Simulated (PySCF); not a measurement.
Job file and geometry (Å, from GFN2-xTB) of an NMR shielding run on `InChI=1S/C6H15P/c1-3-5-6-7-4-2/h7H,3-6H2,1-2H3`, GIAO PBE0/pcSseg-1 NMR shielding, non-relativistic, gas phase (PySCF); density fitting, a coarse starting grid and PySCF grid level 2 are the driver's defaults:

```
{"job": {"kind": "nmr", "xc": "PBE0", "basis": "pcSseg-1"}, "charge": 0, "multiplicity": 1}
C      3.495132    -0.599693     0.265736
C      2.415788    -0.178761    -0.723748
C      1.137821     0.258169    -0.011579
C      0.050441     0.675442    -0.996784
P     -1.467176     1.321957    -0.125991
C     -2.249693    -0.299751     0.359423
C     -3.708440    -0.109426     0.753292
H      3.745489     0.225598     0.928715
H      3.150415    -1.433663     0.873476
H      4.397356    -0.906024    -0.258195
H      2.786046     0.645110    -1.338409
H      2.189003    -1.013201    -1.392095
H      0.774929    -0.564702     0.609396
H      1.359853     1.097437     0.652601
H      0.420724     1.490113    -1.626285
H     -0.219639    -0.161209    -1.648079
H     -2.213611     1.460651    -1.306801
H     -2.163429    -1.011709    -0.466474
H     -1.689433    -0.696361     1.210939
H     -3.789720     0.577279     1.593282
H     -4.153130    -1.061061     1.039505
H     -4.279138     0.303191    -0.076900
```

Problem. What does the program print?

Solution. 
```
coarse grid: 17440 points
cycle   1  E = -578.4490565626  dE =  3.755e-01  |g| = 4.525e-01  |ddm| = 3.929e+00
cycle   2  E = -578.4355864095  dE =  1.347e-02  |g| = 5.139e-01  |ddm| = 8.547e-01
cycle   3  E = -578.5054915914  dE = -6.991e-02  |g| = 3.597e-02  |ddm| = 4.722e-01
cycle   4  E = -578.5057588626  dE = -2.673e-04  |g| = 1.998e-02  |ddm| = 7.438e-02
cycle   5  E = -578.5058598797  dE = -1.010e-04  |g| = 3.513e-03  |ddm| = 2.276e-02
cycle   6  E = -578.5058625210  dE = -2.641e-06  |g| = 1.055e-03  |ddm| = 3.893e-03
final grid: 159760 points
cycle   7  E = -578.5499037302  dE = -4.997e-05  |g| = 1.038e-02  |ddm| = 3.524e-02
cycle   8  E = -578.5498915713  dE =  1.216e-05  |g| = 1.245e-02  |ddm| = 1.954e-02
cycle   9  E = -578.5499317665  dE = -4.020e-05  |g| = 5.437e-04  |ddm| = 1.124e-02
cycle  10  E = -578.5499318370  dE = -7.046e-08  |g| = 2.212e-04  |ddm| = 8.773e-04
cycle  11  E = -578.5499318488  dE = -1.183e-08  |g| = 3.792e-05  |ddm| = 1.897e-04
cycle  12  E = -578.5499318491  dE = -3.570e-10  |g| = 1.107e-05  |ddm| = 5.712e-05
converged SCF energy = -578.5499318491

GIAO shielding tensors (ppm)
atom      isotropic    diamagn.    paramagn.     s11        s22        s33       span
  0 C      169.708     244.737     -75.029    158.011    163.381    187.731     29.720
  1 C      155.956     247.566     -91.609    142.231    153.023    172.615     30.384
  2 C      151.690     251.348     -99.658    130.890    150.197    173.984     43.094
  3 C      156.276     254.685     -98.409    148.703    153.381    166.744     18.041
  4 P      409.509     967.909    -558.400    352.893    429.983    445.652     92.759
  5 C      164.109     254.872     -90.763    145.302    172.796    174.230     28.927
  6 C      172.397     243.623     -71.226    163.372    165.174    188.644     25.272
  7 H       30.737      28.617       2.120     26.576     29.059     36.577     10.002
  8 H       30.782      29.496       1.286     26.511     29.387     36.450      9.939
  9 H       30.455      26.198       4.257     25.708     27.568     38.089     12.381
 10 H       30.345      31.294      -0.949     25.494     30.462     35.078      9.584
 11 H       30.365      32.177      -1.813     25.447     30.720     34.928      9.482
 12 H       30.517      35.958      -5.441     24.708     32.869     33.973      9.265
 13 H       30.471      34.233      -3.762     25.580     31.673     34.159      8.579
 14 H       30.187      33.576      -3.389     24.891     30.063     35.606     10.715
 15 H       29.879      35.278      -5.399     24.824     30.817     33.996      9.171
 16 H       28.501      32.230      -3.729     23.600     27.904     33.999     10.399
 17 H       30.052      34.545      -4.494     24.970     30.239     34.945      9.975
 18 H       30.132      34.810      -4.678     24.418     31.058     34.920     10.502
 19 H       30.498      27.938       2.560     25.993     28.767     36.733     10.740
 20 H       30.177      26.817       3.360     25.035     27.400     38.097     13.062
 21 H       30.763      27.881       2.881     26.047     29.284     36.957     10.909
```

Size and cost of the density-fitted run: 201 basis functions, 56 s wall time on 1 thread of an Arm Neoverse N1, shared host.
